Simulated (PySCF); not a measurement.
(3S)-3-fluorobut-1-ene (C4H7F), SMILES C=C[C@H](C)F. Atoms are numbered in the order given.

```xyz
12

C      1.8786     0.5007    -0.0170
C      0.8790    -0.1027    -0.6566
C     -0.4223    -0.4791    -0.0183
C     -1.6113     0.2037    -0.6639
F     -0.4035    -0.1604     1.3229
H      1.7919     0.7467     1.0443
H      2.8070     0.7611    -0.5305
H      0.9665    -0.3543    -1.7201
H     -0.5476    -1.5775    -0.0877
H     -2.5431    -0.1025    -0.1671
H     -1.6810    -0.0598    -1.7296
H     -1.5062     1.2954    -0.5810
```
Charge 0, spin multiplicity 1.

Geometry optimised at PBE0-D3(BJ)/def2-SVP. One conformer was computed; it need not be the lowest.

Method: PBE0-D3(BJ)/def2-SVP (PySCF).

No scaling factor is applied to the harmonic values.

| mode | ν (cm⁻¹) | IR (km/mol) | moving atoms (share of kinetic energy) |
|---|---|---|---|
| 1 | 119 | 0.3 | C 57 %, H 38 % |
| 2 | 242 | 0.4 | H 90 % |
| 3 | 275 | 1.4 | C 35 %, F 33 %, H 31 % |
| 4 | 343 | 1.1 | H 44 %, C 42 %, F 13 % |
| 5 | 435 | 3.6 | H 37 %, C 35 %, F 28 % |
| 6 | 595 | 5.1 | C 49 %, H 36 %, F 15 % |
| 7 | 687 | 11.2 | H 52 %, C 42 % |
| 8 | 831 | 1.9 | C 50 %, H 42 % |
| 9 | 945 | 11.6 | H 54 %, C 33 %, F 13 % |
| 10 | 956 | 39.4 | H 73 %, C 27 % |
| 11 | 1017 | 19.7 | H 67 %, C 26 % |
| 12 | 1027 | 14.1 | H 92 % |
| 13 | 1071 | 9.5 | H 56 %, C 41 % |
| 14 | 1136 | 15.0 | C 62 %, H 36 % |
| 15 | 1197 | 51.3 | C 46 %, H 41 %, F 13 % |
| 16 | 1293 | 1.1 | H 79 %, C 21 % |
| 17 | 1340 | 4.6 | H 71 %, C 29 % |
| 18 | 1373 | 13.5 | H 75 %, C 25 % |
| 19 | 1392 | 22.5 | H 69 %, C 31 % |
| 20 | 1418 | 15.3 | H 79 %, C 21 % |
| 21 | 1455 | 4.3 | H 94 % |
| 22 | 1470 | 2.2 | H 92 % |
| 23 | 1748 | 3.1 | C 89 %, H 11 % |
| 24 | 3032 | 32.5 | H 92 % |
| 25 | 3065 | 9.8 | H 97 % |
| 26 | 3169 | 3.0 | H 92 % |
| 27 | 3171 | 9.5 | H 93 % |
| 28 | 3173 | 11.1 | H 90 %, C 10 % |
| 29 | 3185 | 5.9 | H 92 %, C 8 % |
| 30 | 3281 | 1.6 | H 89 %, C 11 % |
